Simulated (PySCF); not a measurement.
## Ionisation energy of Fe by level of theory

Fe [Ar] 3d6 4s2 [3d3/2^4 3d5/2^2, M_J = 4] → Fe+ [Ar] 3d6 4s1 [3d3/2^4 3d5/2^2 4s1/2^1, M_J = 9/2], as a difference of total energies. Calculation: PySCF 2.14, in x2c-QZVPPall-2c; the two-component X2C-1e Hamiltonian. Correlated levels: [Ne] frozen; the 8 highest virtual spinors dropped. "Screened" scales the spin-orbit matrix elements by Boettger's factors to mimic the two-electron term; Breit and QED terms are absent.

```tsv
method	ionisation energy (eV)	error (eV)
GHF (spin-free)	6.433	-1.469
GMP2 (spin-free)	7.642	-0.260
GHF (screened spin-orbit)	6.431	-1.471
GMP2 (screened spin-orbit)	7.641	-0.261
```

Reference: 7.902 eV (measured; NIST Atomic Spectra Database, ionization energies).

Errors of the correlated levels include the incompleteness of this basis and the frozen core.

The labels give the starting determinants; with spin-orbit coupling the two ends relaxed to ⟨J²⟩ = 20.02, ⟨L²⟩ = 6.01, ⟨S²⟩ = 6.01 and ⟨J²⟩ = 24.76, ⟨L²⟩ = 6.01, ⟨S²⟩ = 8.75.

MP2 underrates the near-degeneracy of ns² with np² in the lower species.
